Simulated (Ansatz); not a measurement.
A structure relaxed at r2SCAN/def2-SVP in Ansatz, charge 1, singlet:

```xyz
11

Li    0.712    2.766    0.142
Li   -1.116    0.998   -2.060
Li    1.307   -2.161    1.226
Li    0.129    0.172    0.579
Li   -2.080    1.624    1.102
Li    1.274   -0.667   -1.938
Li   -1.527   -1.261    2.305
Li    2.884    0.543    0.783
Li   -1.322   -1.728   -1.043
Li    0.662    1.051    3.169
Li   -0.923   -1.337   -4.265
```

(1) Give its formula and point group.

(2) Summarise the bond lengths by kind (pairs closer than 1.2 times the sum of covalent radii, bridged metal pairs left out).

Results:

(1) the cluster Li₁₁⁺ (the lowest singlet isomer of a short search). Point group Cs (tolerance 0.1 Å).

(2) 12 × Li–Li 2.69 to 3.03 Å.

The restricted singlet is unstable towards broken spin symmetry in Hartree–Fock (as tested in another run); at r2SCAN/def2-SVP this wasn't settled. The structure comes from a short search, and lower isomers may exist.
